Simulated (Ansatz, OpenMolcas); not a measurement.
# How basis sets differ on ZrO2 (zirconia)

ZrO2 has 3 atoms, charge 0, and is taken as a singlet. SMILES: `[O]=[Zr]=[O]`. The coordinates come from a PBE0-D4/def2-TZVP relaxation.

```tsv
atom	x (Å)	y (Å)	z (Å)
O	0.6545	1.2525	0.3884
Zr	0.3485	-0.4817	0.3518
O	-1.0030	-0.7708	-0.7401
```

Quantity: the vertical energy of the triplet above the singlet, in eV. The values are calculated.

| level | kind | program | value (eV) | CPU time (all runs) |
| --- | --- | --- | --- | --- |
| HF/STO-3G | Hartree–Fock | Ansatz | -0.13 | 3.9 s |
| HF/3-21G | Hartree–Fock | OpenMolcas | 0.80 | 6.4 s |
| HF/CRENBL (core potential) | Hartree–Fock | Ansatz | 0.87 | 7 s |
| HF/def2-TZVP (core potential) | Hartree–Fock | Ansatz | 1.02 | 39 s |

All-electron rows without a relativistic Hamiltonian named are non-relativistic, while core potentials hold scalar relativity, so basis and relativity change together. Spin-orbit coupling, which can split open shells on such heavy atoms by tenths of an eV, is left out. The values span -0.13 to 1.02 eV. Spin contamination of the reference (⟨S²⟩ at least 0.1 too high) touches HF/STO-3G, HF/3-21G, HF/CRENBL. CPU times are rough (shared hosts, several kinds of processor): they show what a rung costs within a factor of a few.
